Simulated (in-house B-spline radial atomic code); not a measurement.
Multiplet parameters of the 3p3 shell in Ca VI (Ca5+) ([Ne] 3s2 3p3). Method: non-relativistic Hartree-Fock, average of configuration, point nucleus. Calculated with an all-electron radial atomic-structure program (B-spline basis).

Slater integrals: F^2 = 89919 cm⁻¹. Central-field spin-orbit parameter ζ(3p) = 2464 cm⁻¹ (bare central field on non-relativistic orbitals, without two-electron terms: too large for light atoms, too small for heavy ones).

With F₂ = F^2/25 = 3597 cm⁻¹:

Task: Where do the terms lie in LS coupling, without spin-orbit interaction?

Result: In cm⁻¹ above the Hund's-rule term:
| term | expression | energy |
| --- | --- | --- |
| 4S | 0 F₂ | 0 |
| 2D | 9 F₂ | 32371 |
| 2P | 15 F₂ | 53951 |

Task: Is LS coupling a fair picture here?

Result: Fits to spectra need these integrals scaled down, since correlation screens the repulsion. Here ζ is 0.69 times F₂, so LS coupling is a fair start, though levels of equal J in close terms still mix.
